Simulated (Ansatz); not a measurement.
Input for Ansatz (a first-principles code): R-r2SCAN/def2-TZVPP on GeH2 (SMILES [GeH2]), 2S+1 = 1, a spin state set in the input, which need not be the lowest.

Ansatz 0.2 input:
```yaml
crystal:
  periodic: [false, false, false]
  atoms:
    - {symbol: Ge, position_ang: [-0.00022165, 0.06614171, 0.00000000]}
    - {symbol: H, position_ang: [-1.13376408, -1.06207864, 0.00000000]}
    - {symbol: H, position_ang: [1.14085687, -1.05445609, 0.00000000]}
basis:
  gaussian:
    orbitals: def2-TZVPP
hamiltonian:
  xc: {name: r2SCAN}
```

The head of its log:

```
WARN ansatz: RAYON_NUM_THREADS=1 ignored (pool sized by the plan → 1); use --threads N
Functional definition: r2SCAN
integrals: 0.01 GiB planned
476 factors; their error is unknown
mean field: 0.14 GiB planned
mean field evaluation 1: about -56548.1857 eV, gradient 1.7e1 eV
mean field evaluation 2: about -56548.2810 eV, gradient 1.8e1 eV
```

Problem. Give the final energy of this run.

Solution. -2078.1265 hartree.
